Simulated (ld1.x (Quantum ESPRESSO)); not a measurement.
PW91 PAW dataset for Ti, fully relativistic all-electron reference.

Input for ld1.x (Quantum ESPRESSO) 7.5:

```
&input
   title='Ti', zed=22., rel=2, dft='PW91', iswitch=3,
   config='[Ar] 3d2 4s2 4p0', rel_dist='average',
   nld=5, rlderiv=3.15, eminld=-5.0, emaxld=5.0, deld=0.02
 /
 &inputp
   pseudotype=3, lpaw=.true., tm=.true., lloc=-1, rcloc=1.70,
   nlcc=.true., new_core_ps=.true.,
   which_augfun='BESSEL', rmatch_augfun=1.10,
   file_pseudopw='Ti.UPF', file_wfcaegen='ae.wfc', file_wfcncgen='nc.wfc', file_beta='beta', file_chi='chi', file_wfcusgen='us.wfc'
 /
6
4S  1  0   2.00   0.00  2.75  2.90  0.0
4S  1  0   0.00   2.25  2.75  2.90  0.0
3P  2  1   6.00   0.00  1.60  2.20  0.0
4P  3  1   0.00   0.00  1.60  2.20  0.0
3D  3  2   2.00   0.00  1.45  2.00  0.0
3D  3  2   0.00   0.50  1.45  2.00  0.0
 &test
   configts(1)='3p6 3d2 4s2 4p0'
 /
```

Command:

```bash
ld1.x < Ti.in > Ti.out
```

Output (shortened: banner, matrices, multipoles, cross overlaps and the repeated all-electron block are left out):

```
Program LD1 v.7.5
     --------------------------- All-electron run ----------------------------

     Ti
     dirac relativistic calculation

     atomic number is 22.00
     dft =PW91   lsd =0 sic =0 latt =0  beta=0.20 tr2=1.0E-14
     Exchange-correlation= PW91
                           (   1   4   2   2   0   0   0)
     mesh =1177 r(mesh) = 100.37945 a.u. xmin = -7.00 dx = 0.01250
     1 Ry =  13.60569312 eV, c = 137.03599908

     n l j   nl                  e(Ry)          e(Ha)          e(eV)
     Spin orbit split results
     1 0 0.5 1S 1( 2.00)      -357.8971      -178.9486     -4869.4383
     2 0 0.5 2S 1( 2.00)       -39.4660       -19.7330      -536.9618
     2 1 0.5 2P 1( 2.00)       -32.9490       -16.4745      -448.2939
     2 1 1.5 2P 1( 4.00)       -32.5243       -16.2621      -442.5155
     3 0 0.5 3S 1( 2.00)        -4.6033        -2.3016       -62.6305
     3 1 0.5 3P 1( 2.00)        -2.8913        -1.4456       -39.3377
     3 1 1.5 3P 1( 4.00)        -2.8427        -1.4214       -38.6773
     3 2 1.5 3D 1( 0.80)        -0.3197        -0.1598        -4.3495
     3 2 2.5 3D 1( 1.20)        -0.3163        -0.1581        -4.3031
     4 0 0.5 4S 1( 2.00)        -0.3313        -0.1656        -4.5070
     4 1 0.5 4P 1( 0.00)        -0.1118        -0.0559        -1.5211
     4 1 1.5 4P 1( 0.00)        -0.1098        -0.0549        -1.4943
     Averaged results
     1 0     1S 1( 2.00)      -357.8971      -178.9486     -4869.4383
     2 0     2S 1( 2.00)       -39.4660       -19.7330      -536.9618
     2 1     2P 1( 6.00)       -32.6659       -16.3329      -444.4416
     3 0     3S 1( 2.00)        -4.6033        -2.3016       -62.6305
     3 1     3P 1( 6.00)        -2.8589        -1.4295       -38.8975
     3 2     3D 1( 2.00)        -0.3176        -0.1588        -4.3217
     4 0     4S 1( 2.00)        -0.3313        -0.1656        -4.5070
     4 1     4P 1( 0.00)        -0.1105        -0.0552        -1.5032

     final scf error:  6.4E-15 reached in  34 iterations

     Etot =   -1707.670049 Ry,    -853.835024 Ha,  -23234.034640 eV

     Ekin =    1724.273356 Ry,     862.136678 Ha,   23459.934138 eV
     Encl =   -4061.702946 Ry,   -2030.851473 Ha,  -55262.283838 eV
     Eh   =     714.179990 Ry,     357.089995 Ha,    9716.913784 eV
     Exc  =     -84.420449 Ry,     -42.210225 Ha,   -1148.598724 eV

     normalization and overlap integrals

     s(1S/1S) =  1.000000  <r> =   0.0696  <r2> =    0.0065  r(max) =   0.0455
     s(2S/2S) =  1.000000  <r> =   0.3248  <r2> =    0.1249  r(max) =   0.2682
     s(2P/2P) =  1.000000  <r> =   0.2880  <r2> =    0.1025  r(max) =   0.2169
     s(2P/2P) =  1.000000  <r> =   0.2907  <r2> =    0.1043  r(max) =   0.2196
     s(3S/3S) =  1.000000  <r> =   1.0068  <r2> =    1.1700  r(max) =   0.8685
     s(3P/3P) =  1.000000  <r> =   1.0803  <r2> =    1.3767  r(max) =   0.9016
     s(3P/3P) =  1.000000  <r> =   1.0886  <r2> =    1.3978  r(max) =   0.9016
     s(3D/3D) =  1.000000  <r> =   1.6105  <r2> =    3.5404  r(max) =   0.9841
     s(3D/3D) =  1.000000  <r> =   1.6170  <r2> =    3.5705  r(max) =   0.9841
     s(4S/4S) =  1.000000  <r> =   3.5078  <r2> =   14.2168  r(max) =   2.9196
     s(4P/4P) =  1.000000  <r> =   4.8689  <r2> =   27.9609  r(max) =   3.7960
     s(4P/4P) =  1.000000  <r> =   4.9056  <r2> =   28.3765  r(max) =   3.7960

     ------------------------ End of All-electron run ------------------------

     --------------------- Generating PAW atomic setup --------------------

      Generating local potential from pseudized AE potential:
      Matching radius rcloc =   1.7000

      Local pseudo, rcloc= 1.706 Estimated cut-off energy=     8.50 Ry

      Computing core charge for nlcc:

       r > 0.54 : true rho core
      Core charge pseudized with two Bessel functions
      Integrated core pseudo-charge :   7.39

     Fully relativistic calculation: |psi|^2

     Wfc 4S LC norm =  0.99997768 SC norm =  0.00002051 missing  0.00000181
     Speed at rcutus      0.391 a.u.,  v/c =  0.002854,  (v/c)^2 =  0.00000815

     Wfc 3P LC norm =  0.99980919 SC norm =  0.00019080 missing  0.00000001
     Speed at rcutus      0.320 a.u.,  v/c =  0.002332,  (v/c)^2 = -0.00000544

     Wfc 3P LC norm =  0.99981149 SC norm =  0.00018850 missing  0.00000002
     Speed at rcutus      0.321 a.u.,  v/c =  0.002344,  (v/c)^2 = -0.00000549

     Wfc 4P LC norm =  0.99998831 SC norm =  0.00001150 missing  0.00000019
     Speed at rcutus      0.321 a.u.,  v/c =  0.002344,  (v/c)^2 =  0.00000549

     Wfc 4P LC norm =  0.99998847 SC norm =  0.00000881 missing  0.00000272
     Speed at rcutus      0.315 a.u.,  v/c =  0.002299,  (v/c)^2 =  0.00000529

     Wfc 3D LC norm =  0.99990141 SC norm =  0.00009858 missing  0.00000001
     Speed at rcutus      0.614 a.u.,  v/c =  0.004478,  (v/c)^2 =  0.00002005

     Wfc 3D LC norm =  0.99990196 SC norm =  0.00009709 missing  0.00000095
     Speed at rcutus      0.615 a.u.,  v/c =  0.004490,  (v/c)^2 =  0.00002016
      Wfc-us  4S rcutus= 2.883  Estimated cut-off energy=     5.32 Ry
      Wfc-us  4S rcutus= 2.883  Estimated cut-off energy=    11.27 Ry
      Wfc-us  3P rcutus= 2.190  Estimated cut-off energy=    18.14 Ry
      Wfc-us  3P rcutus= 2.190  Estimated cut-off energy=    18.11 Ry
      Wfc-us  4P rcutus= 2.190  Estimated cut-off energy=    34.46 Ry
      Wfc-us  4P rcutus= 2.190  Estimated cut-off energy=    34.42 Ry
      Wfc-us  3D rcutus= 1.982  Estimated cut-off energy=    29.36 Ry
      Wfc-us  3D rcutus= 1.982  Estimated cut-off energy=    29.35 Ry
      Wfc-us  3D rcutus= 1.982  Estimated cut-off energy=    77.75 Ry
      Wfc-us  3D rcutus= 1.982  Estimated cut-off energy=   318.74 Ry

     Required augmentation: BESSEL   radius:    1.100000
     Suggested rho cutoff for augmentation:  81.87 Ry

     Estimated PAW energy = -146.526875 Ryd

     ------------------- End of pseudopotential generation -------------------

     Computing logarithmic derivative in   3.16682
     Computing logarithmic derivative in   3.16682
     Computing the partial wave expansion
     R is outside the sphere for l=    0 j= 0.50
     R is outside the sphere for l=    0 j= 0.50
     R is outside the sphere for l=    1 j= 0.50
     R is outside the sphere for l=    1 j= 0.50
     R is outside the sphere for l=    1 j= 1.50
     R is outside the sphere for l=    1 j= 1.50
     R is outside the sphere for l=    2 j= 1.50
     R is outside the sphere for l=    2 j= 1.50
     R is outside the sphere for l=    2 j= 2.50
     R is outside the sphere for l=    2 j= 2.50

     ---------------------- Testing the pseudopotential ----------------------

     Ti
     dirac relativistic calculation

     atomic number is 22.00   valence charge is 10.00
     dft = SLA  PW   GGX  GGC   lsd =0 sic =0 latt =0  beta=0.20 tr2=1.0E-14
     mesh =1177 r(mesh) = 100.37945 xmin = -7.00 dx = 0.01250

     n l  j  nl             e AE (Ry)       e PS (Ry)    De AE-PS (Ry)
     2 1 0.5 3P   1( 2.00)       -2.89127       -2.89127       -0.00000
     2 1 1.5 3P   1( 4.00)       -2.84273       -2.84273       -0.00000
     3 2 1.5 3D   1( 0.80)       -0.31968       -0.31968       -0.00000
     3 2 2.5 3D   1( 1.20)       -0.31627       -0.31628        0.00000
     1 0 0.5 4S   1( 2.00)       -0.33126       -0.33126        0.00000
     3 1 0.5 4P   1( 0.00)       -0.11180       -0.11179       -0.00000
     3 1 1.5 4P   1( 0.00)       -0.10983       -0.10983       -0.00000

     eps = 3.2E-16  iter =  6

     Etot =   -1707.670049 Ry,    -853.835024 Ha,  -23234.034640 eV
     Etotps =  -146.526874 Ry,     -73.263437 Ha,   -1993.599685 eV

     Ekin =     103.865833 Ry,      51.932917 Ha,    1413.166655 eV
     Encl =    -226.414940 Ry,    -113.207470 Ha,   -3080.532192 eV
     Ehrt =      60.442686 Ry,      30.221343 Ha,     822.364633 eV
     Ecxc =     -84.420453 Ry,     -42.210227 Ha,   -1148.598780 eV
     (Ecc =     -21.730236 Ry,     -10.865118 Ha,    -295.654921 eV)

     ---------------------- End of pseudopotential test ----------------------
```

Generation and configuration tests took about 1.9 s on one core of a shared server CPU.

Transferability test of the new file with ld1.x, input:

```
&input
   title='Ti', zed=22., rel=2, dft='PW91', iswitch=2,
   config='[Ar] 3d2 4s2 4p0', rel_dist='average'
 /
 &test
   file_pseudo='Ti.UPF', nconf=8,
   configts(1)='3p6 3d2 4s2 4p0',
   configts(2)='3p6 3d2 4s1 4p0',
   configts(3)='3p6 3d2 4s0 4p0',
   configts(4)='3p6 3d1 4s0 4p0',
   configts(5)='3p6 3d2 4s1 4p1',
   configts(6)='3p6 3d3 4s1 4p0',
   configts(7)='3p6 3d3 4s0 4p0',
   configts(8)='3p6 3d1 4s2 4p0'
 /
```

```bash
ld1.x < Ti.test.in > Ti.test.out
```

Pseudopotential blocks of its output, shortened (energy terms left out):

```
     ---------------------- Testing the pseudopotential ----------------------

     n l  j  nl             e AE (Ry)       e PS (Ry)    De AE-PS (Ry)
     2 1 0.5 3P   1( 2.00)       -2.89127       -2.89127       -0.00000
     2 1 1.5 3P   1( 4.00)       -2.84273       -2.84273       -0.00000
     3 2 1.5 3D   1( 0.80)       -0.31968       -0.31968       -0.00000
     3 2 2.5 3D   1( 1.20)       -0.31627       -0.31628        0.00000
     1 0 0.5 4S   1( 2.00)       -0.33126       -0.33126        0.00000
     3 1 0.5 4P   1( 0.00)       -0.11180       -0.11179       -0.00000
     3 1 1.5 4P   1( 0.00)       -0.10983       -0.10983       -0.00000

     eps = 2.9E-16  iter =  6

     Etot =   -1707.670049 Ry,    -853.835024 Ha,  -23234.034639 eV
     Etotps =  -146.526874 Ry,     -73.263437 Ha,   -1993.599685 eV

     ---------------------- End of pseudopotential test ----------------------

          ---------------------- Testing the pseudopotential ----------------------

     n l  j  nl             e AE (Ry)       e PS (Ry)    De AE-PS (Ry)
     2 1 0.5 3P   1( 2.00)       -3.42847       -3.42184       -0.00663  !
     2 1 1.5 3P   1( 4.00)       -3.37998       -3.37346       -0.00652  !
     3 2 1.5 3D   1( 0.80)       -0.84330       -0.83915       -0.00415
     3 2 2.5 3D   1( 1.20)       -0.83972       -0.83560       -0.00412
     1 0 0.5 4S   1( 1.00)       -0.76384       -0.76341       -0.00042
     3 1 0.5 4P   1( 0.00)       -0.49068       -0.49165        0.00097
     3 1 1.5 4P   1( 0.00)       -0.48728       -0.48824        0.00096

     eps = 8.6E-15  iter = 28

     Etot =   -1707.126703 Ry,    -853.563351 Ha,  -23226.642039 eV
     Etotps =  -145.983493 Ry,     -72.991746 Ha,   -1986.206605 eV
     dEtot_ae =       0.543346 Ry
     dEtot_ps =       0.543381 Ry,   Delta E=      -0.000035 Ry

     ---------------------- End of pseudopotential test ----------------------
```

The test run then stopped with an error in new_paw_hamiltonian: “negative rho”.
